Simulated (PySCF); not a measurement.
Job for PySCF: R-B3LYP/6-31G* on C2H6 (SMILES CC).

```python
from pyscf import gto, scf, dft, mp
from pyscf.data.elements import chemcore

mol = gto.M(
    atom='''
    C     0.48274902   -0.45229679    0.01903386
    C    -0.47432861    0.71276605   -0.21509421
    H     1.34259112   -0.14377591    0.61751932
    H     0.86499419   -0.84923239   -0.92346482
    H    -0.01280644   -1.27240232    0.54300507
    H    -0.85535501    1.10884613    0.72792244
    H    -1.33329469    0.40541294   -0.81471308
    H     0.02019025    1.53199646   -0.74057904
    ''',
    basis='6-31g*',
    cart=True,
    charge=0, spin=0, verbose=3, max_memory=1800)
mf = dft.RKS(mol, xc='b3lyp')
mf.conv_tol = 1e-8
mf.max_cycle = 100
mf.kernel()
if not mf.converged:
    mf = mf.newton().run(mf.mo_coeff, mf.mo_occ)
```

Program output:

```
converged SCF energy = -79.8303285397623
```

The calculation finished and met its thresholds.

Cost: very roughly 1.4 core-seconds.
